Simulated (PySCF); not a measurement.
Molecule: CH2F3Ge, net charge -1, singlet state. It need not be the lowest isomer of its formula. Whether it binds its extra electron was not tested at this geometry. 
Structure (B3LYP-D3(BJ)/def2-TZVP (Ansatz) minimum search):
```xyz
7

C      1.8955     0.3030     0.4246
Ge     0.1214     0.0060     0.0088
F     -0.8212     1.4691    -0.3133
F     -0.5772    -0.9657    -1.3285
F     -0.8284    -0.7454     1.2995
H      2.3943     0.8120    -0.4033
H      2.3896    -0.6432     0.6565
```
Charge -1, spin multiplicity 1.

Dispersion corrections to the total energy (kcal/mol) from the dftd3 and dftd4 libraries through PySCF: D3(BJ) without and D4 with the three-body term, each with the damping fitted for the functional named.

```json
[
 {"functional": "B2GP-PLYP", "D3(BJ)": "(withheld)", "D4": "-1.41"},
 {"functional": "PBE0", "D3(BJ)": "-2.20", "D4": "-2.83"},
 {"functional": "BP86", "D3(BJ)": "-4.22", "D4": "-4.50"},
 {"functional": "PBE", "D3(BJ)": "(withheld)", "D4": "-3.37"},
 {"functional": "CAM-B3LYP", "D3(BJ)": "-2.05", "D4": "-2.86"},
 {"functional": "revPBE", "D3(BJ)": "-6.16", "D4": "(withheld)"},
 {"functional": "BLYP", "D3(BJ)": "-5.53", "D4": "-7.43"}
]
```

### Question
Some entries are withheld; supply them.

### Answer

- B2GP-PLYP, D3(BJ): -2.10
- PBE, D3(BJ): -2.49
- revPBE, D4: -10.07
